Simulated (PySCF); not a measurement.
C₃H₇AlFN.
Bonds: F1–C2, C2–C3, C3–C4, C4–N5 (triple), N5–Al6. Hydrogens: H7, H8 on C2; H9, H10 on C3; H11, H12, H13 on Al6.

A GFN2-xTB structure was refined with PBE0-D3(BJ)/def2-SVP geometry optimisation, gas phase (PySCF). Its GFN2-xTB values:

```
 coordinate  GFN2-xTB
      F1–C2   1.340 Å
      C2–C3   1.537 Å
      C2–H7   1.101 Å
      C3–C4   1.477 Å
      C3–H9   1.068 Å
      C4≡N5   1.113 Å
     N5–Al6   1.993 Å
    Al6–H11   1.584 Å
   F1–C2–C3    108.8°
   C2–C3–C4    109.9°
   C3–C4–N5    177.4°
  C4–N5–Al6    140.6°
F1–C2–C3–C4     -177°
```

Task: How do these coordinates change at the PBE0-D3(BJ)/def2-SVP level?

Result: 
```tsv
coordinate	PBE0-D3(BJ)/def2-SVP (Å or °)	change
N5–Al6	2.040	+0.047
C4≡N5	1.152	+0.039
C3–H9	1.102	+0.034
C3–C4	1.448	-0.029
F1–C2	1.362	+0.022
Al6–H11	1.604	+0.020
C2–C3	1.528	-0.009
C2–H7	1.102	+0.001
C4–N5–Al6	179.4	+38.8
C2–C3–C4	112.8	+2.9
C3–C4–N5	178.7	+1.3
F1–C2–C3	107.7	-1.1
F1–C2–C3–C4	180	-3
```

The energy falls by 0.391 eV over 10 energy and gradient evaluations, the largest force component goes from 0.1341 to 3.2e-04 Eh/bohr, and the atoms move by 0.561 Å rms after alignment. Among the bonds, N5–Al6 and Al6–H12 change most and about equally (+0.046 to +0.047 Å). Bonds longer at the end by more than 0.005 Å: 8 of 12; shorter: 2. Rotational constants go from 8508, 952.9, 877.7 to 15734, 761.5, 741.3 MHz.

The run used 123 basis functions and 72 SCF cycles in all.

No PBE0-D3(BJ)/def2-SVP frequencies stand behind this structure, so it isn't proved a minimum. The numbers are those of one conformer.

The values belong to the conformer `[F:1][CH2:2][CH2:3][C:4]#[N+:5][AlH3-:6]`: F1–C2–C3–C4 180°.
